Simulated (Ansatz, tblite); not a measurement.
Cost and result up the ladder for the cluster Pt2Au (the lowest doublet isomer of a short search) (3 atoms). Charge 0, multiplicity 2. Geometry: PBE0-D4/def2-TZVP.

```xyz
3

Pt    1.092   -0.141   -0.955
Pt   -1.318    0.323   -0.532
Au    0.226   -0.182    1.488
```

Ansatz on 4 threads of Arm Neoverse V2 on a shared host; xTB runs through tblite on one thread. Times are rough, summed over both states, and most runs start from the orbitals of an earlier one. RPA@PBE/def2-TZVP serves as the yardstick here, not as an exact answer. The other state is a quartet at its own geometry.

In the def2 sets Au, Pt take a core potential; there is no spin–orbit coupling. The xTB rows come from tblite. HSE06 is defined as in plane-wave codes, on full-range PBE exchange. Correlated methods freeze no core orbitals; core or outer-core shells of Pt, Au are correlated, in sets that lack core-valence functions. In CCSD on the charge 0 doublet the largest single amplitude is 0.20, so its Hartree–Fock determinant may place the open shell otherwise than the density functionals do. The structure comes from a short search, and lower isomers may exist.

Run but left out: HF/def2-TZVP, MP2/def2-TZVP (doublet: ⟨S²⟩ 1.08, where a pure state has 0.75).

Second-order perturbation terms are unreliable where d shells bring near-degenerate states, and here PBE-QIDH/def2-TZVP lies more than 0.4 eV from the median of the functionals without such a term.

Correlated methods converge slowly with the basis.

xTB has no spin-polarisation term.

| level | functions | wall time | quartet − doublet (eV) | difference from RPA@PBE/def2-TZVP (eV) | remarks |
| --- | --- | --- | --- | --- | --- |
| GFN1-xTB | 27 | 0.006 s | 0.93 | 0.48 | – |
| GFN2-xTB | 27 | 0.006 s | 1.37 | 0.92 | – |
| HSE06-D4/def2-TZVP | 120 | 11 s | 0.65 | 0.20 | – |
| RPA@PBE/def2-TZVP | 120 | 13 s | 0.44 | 0.00 | – |
| BLYP-D4/def2-TZVP | 120 | 15 s | 0.48 | 0.04 | – |
| PBE-D4/def2-TZVP (with forces) | 120 | 18 s | 0.48 | 0.04 | – |
| PBE0-D4/def2-TZVP | 120 | 26 s | 0.66 | 0.22 | – |
| r2SCANh-D4/def2-TZVP | 120 | 30 s | 0.40 | -0.05 | – |
| r2SCAN-D4/def2-TZVP | 120 | 34 s | 0.31 | -0.13 | – |
| PBE-QIDH/def2-TZVP | 120 | 35 s | 1.05 | 0.60 | spin-contaminated (⟨S²⟩ 0.89) (doublet) |
| CCSD(T)/def2-TZVP | 120 | 3 min | 0.89 | 0.45 | spin-contaminated (⟨S²⟩ 1.08) (doublet), spin-contaminated (⟨S²⟩ 3.88) (quartet) |
